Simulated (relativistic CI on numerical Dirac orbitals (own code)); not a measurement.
Calculated at this level of theory: Dirac-Coulomb-Breit CI, orbitals from a KLI potential per configuration, model QED (radiative potential, 1s self-energy scaled to tabulated hydrogen-like ionisation energies), unscaled Slater integrals (own radial code, finite nucleus).

The strongest absorption lines from the ground level of an ion, among the configurations computed and to levels below about 1570 eV (vacuum wavelength in Å, gf): 25.527 (0.78), 26.000 (0.21), 27.535 (1.1), 38.945 (1.3), 39.197 (0.4), 39.289 (0.35), 39.607 (0.31), 39.714 (0.18).

Task: Which ion is it?
A. Ce38+
B. Dy44+
C. Dy46+
D. W54+

Result: C. Dy46+ has 20 electrons and the ground level 3s2 3p6 3d2 3F_2; the strongest line goes to 3s2 3p5 3d3 3G°_3. The pattern of lines fixes the number of electrons, and along that sequence the line energies rise steadily with the charge (about as its square where n changes within one kind of shell, about linearly where n is kept but much faster in heavy ions where fine structure, which grows about as Z⁴, sets the gap, and irregularly where shells cross), which fixes Z. Configurations outside the model, such as inner-shell arrays, can give stronger lines. At this charge energies of transitions that change n are usually good to better than 1 %, and those within a shell (Δn = 0) to a few per cent.

LS names give the leading component of a level, which can be under half, so a name can repeat, a term be missing and a line seem to break the LS rules.
